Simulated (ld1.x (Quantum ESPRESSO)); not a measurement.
In, ultrasoft: configuration errors across variants

indium (In), ultrasoft, made with ld1.x (Quantum ESPRESSO) 7.5 (PBE, fully relativistic). Core [Kr], reference 4d10 5s2 5p1. Waves: 5s (bound): rcut 1.60, rcutus 1.90 bohr; 5s channel at 2.3 Ry: rcut 1.60, rcutus 1.90 bohr; 5p (bound): rcut 2.55, rcutus 3.20 bohr; 5p channel at 1.8 Ry: rcut 2.55, rcutus 3.20 bohr; 4d (bound): rcut 1.00, rcutus 1.30 bohr; 4d channel at 0.45 Ry: rcut 1.00, rcutus 1.30 bohr; 4f channel at 0.05 Ry: rcut 2.20, rcutus 2.80 bohr; 4f channel at 2.8 Ry: rcut 2.20, rcutus 2.80 bohr. Local part: all-electron potential smoothed inside 2.00 bohr (lloc = -2). Core correction: none. Augmentation charge: PSQ, inside the norm-conserving radii.

Open shells are filled in proportion to 2j + 1 (rel_dist='average').

All-electron excitation energies from the reference (eV): (1) 4d10 5s2 5p0 5.374; (2) 4d10 5s1 5p0 24.609; (3) 4d10 5s0 5p0 52.929; (4) 4d10 5s2 5p0.5 1.945; (5) 4d9 5s0 5p0 109.312.

Errors AE − PS in meV (a dash: test not solved or not reliable):

```tsv
change	(1)	(2)	(3)	(4)	(5)	bound ghosts
base	+0.1	+27	+153	-0.1	+165	none
core correction a·sin(br)/r model core inside 0.54 bohr	-3.2	-4.6	-11	-0.6	-190	none
core correction a·sin(br)/r model core inside 0.70 bohr	-3.2	-4.5	-10	-0.5	-188	none
core correction a·sin(br)/r model core inside 0.86 bohr	-3.2	-4.5	-10	-0.5	-186	none
core correction a·sin(br)/r model core inside 1.06 bohr	-3.1	-4.4	-9.2	-0.5	-180	none
core correction a·sin(br)/r model core inside 1.36 bohr	-2.8	-3.4	-0.9	-0.5	-157	none
core correction a·sin(br)/r model core inside 1.54 bohr	-2.5	-1.9	+11	-0.4	-126	none
```

**Question.** Give the same row for: core correction a·sin(br)/r model core inside 1.22 bohr.

**Answer.** -3.0, -4.0, -6.0, -0.5, -171; bound ghosts: none.
